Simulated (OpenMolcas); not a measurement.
**Pt6+: moving or changing the point charges**

Pt6+ among 6 point charges of -1.7 e arranged as a tetragonal octahedron (D4h), 2.24 Å from the ion, with the axial distance 2.083 Å.

* Program: OpenMolcas 26.06
* Method: SS-CASPT2, IPEA 0.25 Eh, imaginary shift 0.1 Eh (closed shells correlated: 5s 5p)
* Basis: ANO-RCC-VDZP [7s6p4d2f]
* Scalar Hamiltonian: DKH2, point nucleus
* Active space: 4 electrons in 5 orbitals (5d)
* State averaging: 2S+1 = 5 even, 5 roots; 2S+1 = 3 even, 45 roots; 2S+1 = 1 even, 50 roots
* Spin-orbit coupling: state interaction with AMFI integrals over the reference wave functions

Runs around this geometry, states (labels of D4, the rotations of D4h). Energies in cm-1 above the lowest state or level, χT in cm3 K/mol.

| R (Å) | q (e) | Axial / equatorial distance | Ground state | First state of that spin | First gap with spin-orbit (degeneracies) | χT at 300 K | First state of another spin |
| --- | --- | --- | --- | --- | --- | --- | --- |
| 2.24 | -1.7 | 0.86 | 5A1 | 5E 6300 | 6730 (1, 2) | 0.036 | 3A2 19890 |
| 2.24 | -1.36 | 0.93 | 5A1 | 5B1 2370 | 7510 (1, 2) | 0.029 | 3A2 20080 |
| 2.04 | -1.7 | 0.93 | 5A1 | 5B1 3950 | 7230 (1, 2) | 0.034 | 3A2 18190 |
| 2.24 | -1.7 | 0.93 | 5A1 | 5B1 2950 | 7390 (1, 2) | 0.031 | 3A2 19680 |
| 2.35 | -1.7 | 0.93 | 5A1 | 5B1 2540 | 7490 (1, 2) | 0.030 | 3A2 20120 |

Taking the first state of the same spin as R^-n, n = -ln(2540 / 3950) / ln(2.35 / 2.04) = 3.1 between the shortest and longest distance.

Scaling the charges by -1.36 / -1.7 = 0.80 scales the first state of the same spin by 2370 / 2950 = 0.80; with fixed orbitals a first-order splitting would follow the charge.

Point charges give a weaker field than real ligands, and real ions of this kind are as a rule low spin; the high spin found here belongs to the model. Free-ion shares, where given, are those of the reference states; single-state CASPT2 does not remix them. Spin-orbit coupling mixes the spin-free states strongly: the lowest level takes only 23 % from its leading state, 5A1 (figures for R = 2.24, q = -1.7, ratio = 0.86; the like holds for R = 2.24, q = -1.36, ratio = 0.93, R = 2.04, q = -1.7, ratio = 0.93, R = 2.24, q = -1.7, ratio = 0.93, R = 2.35, q = -1.7, ratio = 0.93). The ground term spreads over less than 5000 cm-1, several times less than with real ligands, so orbital moments are less quenched and χT lies further from the spin-only value than at real sites (holds for R = 2.24, q = -1.36, ratio = 0.93; R = 2.35, q = -1.7, ratio = 0.93). Point charges carry no covalency, so the field is a model and not that of real ligands. No measured value stands beside these numbers.
